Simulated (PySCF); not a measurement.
SMILES CSCO[SiH3] (GFN2-xTB optimised geometry):

```
13

C      1.789    -0.611    -1.601
S      1.528    -1.425     0.000
C     -0.294    -1.425     0.000
O     -0.836    -0.167     0.000
Si    -0.632     1.033     1.087
H      1.203     0.303    -1.626
H      2.846    -0.384    -1.677
H      1.490    -1.284    -2.401
H     -0.628    -1.951    -0.899
H     -0.578    -1.993     0.891
H      0.758     1.484     1.138
H     -1.035     0.584     2.420
H     -1.528     1.993     0.464
```

Calculation: PySCF with B3LYP/def2-TZVP.

Q: What are the frontier orbital energies and the dipole moment?

A: HOMO-2 -8.40 eV, HOMO-1 -7.85 eV, HOMO -6.41 eV, LUMO 0.03 eV, LUMO+1 0.45 eV; dipole moment 0.65 D.

Meta-Löwdin charges at B3LYP/def2-TZVP: C1 -0.40, S2 0.03, C3 -0.05, O4 -0.61, Si5 0.77, H6 0.13, H7 0.14, H8 0.12, H9 0.12, H10 0.11, H11 -0.12, H12 -0.13, H13 -0.11.
